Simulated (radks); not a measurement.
Values are calculated unless marked as measured or tabulated.
Spherical quantum dot in the effective-mass picture: electrons in a hard-walled sphere of radius 1.58, with a point charge +2 (a donor) at the centre, all in effective atomic units (hartree* = m*/eps^2 hartree, bohr* = eps/m* bohr), one dielectric constant everywhere. Level of theory: non-relativistic Kohn-Sham, exchange-only LDA, spin-polarised, spherical densities (a radial shooting solver with Libxc functionals). Levels are named by radial order and angular momentum (1s, 1p, 1d, 2s, ...), and open shells are averaged over m.

N = 5, configuration 1s2 1p(up 3, down 0). This is the lowest configuration that the search found. Occupied and some empty levels:

level,occupation,eigenvalue (hartree*),<r> (bohr*)
1s up,1,3.1658,0.6834
1s down,1,3.4659,0.6705
1p up,3,5.8089,0.9259
1p down,0,6.1893,0.9245
2s up,0,8.2563,0.7915
1d up,0,8.4676,1.024
2s down,0,8.5213,0.7999
1d down,0,8.8552,1.025
1f up,0,11.591,1.086
1f down,0,11.974,1.087

Energy (hartree*): total 11.7300, kinetic 16.921, external -15.222, Hartree 13.477, exchange-correlation -3.4460.

Electron density:

r (bohr*),n(r) (e/bohr*^3)
0.0747,3.446
0.154,2.603
0.233,2.034
0.312,1.649
0.391,1.387
0.470,1.202
0.550,1.064
0.629,0.9516
0.708,0.8496
0.787,0.7493
0.866,0.6464
0.945,0.5398
1.02,0.4327
1.10,0.3267
1.18,0.2302
1.26,0.1469
1.34,0.08096
1.42,0.03468
1.50,0.008329
1.58,0.00002211
